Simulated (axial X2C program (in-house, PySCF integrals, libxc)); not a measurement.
**Nuclear properties of TiSn**

Computed with an in-house all-electron X2C program for linear molecules (integrals from PySCF): two-component X2C with atomic mean-field Coulomb and Gaunt terms, Gaussian nuclei, basis Sn dyall-cv3z, Ti dyall-cv3z with contracted cores.

R = 2.680 Å (near the PBE0 minimum at charge 0 of the determinant lowest at the starting distance; the state shown can have its own minimum elsewhere).

Input and command:
```json
{"zs": [50, 22], "q": 0, "bas": ["dyall-cv3z", "dyall-cv3z"], "r0": 2.76, "levels": ["PBE0", "HF", "BHandHLYP", "PBE50", "B3LYP"], "nst": 3}
```
```bash
python soeom.py task.json out
```

Keys: zs atomic numbers; q charge; bas basis sets; r0 starting distance in Å; levels methods; nst determinants followed.

Determinant lowest in the PBE0 search, Ω = 4 (⟨Sz⟩ = 1.99, ⟨Lz⟩ = 2.01 at PBE0), spin on the atoms Sn 0.62, Ti 1.38:

```tsv
level	Eeff magnitude (GV/cm)	Ws magnitude Sn (kHz)	A∥/gI Sn (MHz)	qzz Sn (a.u.)	A∥/gI Ti (MHz)	qzz Ti (a.u.)	μ (D)
PBE0	1.35	0.246	-173	-3.31	105	-0.12	3.28
BHandHLYP	3.12	0.486	-173	-1.30	58.8	-0.06	3.34
PBE50	3.69	0.556	-196	-1.58	41.6	-0.10	3.12
B3LYP	1.4	0.255	-153	-3.21	110	-0.15	2.83
```

Eeff is the effective electric field on the electron electric dipole moment in this Ω state and Ws the scalar–pseudoscalar constant of the nucleus named (defined with the proton number Z and per Ω); A∥ (defined per Ω) follows by multiplying with gI = μI/(I μN); qzz is the electric field gradient, eQq0 = 234.96 MHz × Q/barn × qzz; μ is positive if the Ti end (last atom) is positive. The operators were transformed with the bare-nucleus X2C matrices; with these basis sets, hyperfine constants and field gradients can be off by tens of per cent, and where levels differ in sign neither size nor sign is settled.

Problem. With gI(119Sn) = -2.0946 (g factors from the IAEA table of nuclear moments by Stone), turn the PBE0 values of the first state into constants in MHz.

Solution. A∥(119Sn) = -173 × -2.0946 = 362 MHz.

Each state is one determinant with collinear spin, which with several unpaired electrons need not be a pure state. With several open shells hyperfine constants can be off by a factor of several. Where Eeff spreads by more than a factor of two the levels disagree and none is to be relied on. Open-shell Ω = 0 determinants with evenly filled partner blocks cannot be reached by this program, so the Ω shown need not be the lowest component. Left out as unconverged or as another state under the same occupation: HF in at least one table. States lie within half an eV, so the first need not be the ground state. Further determinants of the search, some of them spin-mixed, are not shown. Where a field gradient or hyperfine factor spreads by more than a factor of two over the levels, a constant derived from it is not to be relied on.
